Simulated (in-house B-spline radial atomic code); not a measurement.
Ionising neutral nickel with different functionals

Computed with a radial B-spline atomic code at the basis-set limit: four-component Dirac-Coulomb Hamiltonian, Fermi nucleus of rms radius 3.7757 fm, spin-restricted, spherical fractional occupations for the functionals, and exact exchange of hybrids averaged over the configuration. The ionisation energy is the difference of two self-consistent energies, [Ar] 3d8 4s2 → [Ar] 3d9, without Breit or QED terms; ε is the level of the shell that loses the electron (mean over j). The two configurations differ by more than the removed electron. The electron is taken from both j subshells in proportion to 2j + 1, so the result is a j average, not the step between ground levels.

```json
{"method": "B3LYP", "rung": "global hybrid", "ΔSCF (eV)": "6.69", "-ε(4s) (eV)": "6.30"}
{"method": "wB97X", "rung": "range-separated hybrid", "ΔSCF (eV)": "6.36", "-ε(4s) (eV)": "8.51"}
{"method": "CAM-B3LYP", "rung": "range-separated hybrid", "ΔSCF (eV)": "6.56", "-ε(4s) (eV)": "7.58"}
{"method": "LC-wPBE", "rung": "range-separated hybrid", "ΔSCF (eV)": "5.74", "-ε(4s) (eV)": "8.62"}
```

Task: Among the functionals, which spreads more, the ΔSCF values or the orbital energies?

Result: The orbital energies: ΔSCF values span about 0.95 eV and the orbital energies 2.32 eV.

Task: How do they compare with the NIST value?

Result: NIST lists 7.640 eV (measured, ground level to ground level). Errors run from -1.90 to -0.95 eV; B3LYP is closest (-0.95 eV), but part of that can be cancellation, since the calculations leave out Breit-QED terms, spin polarisation, the choice among j levels, multiplet and fine-structure energies.
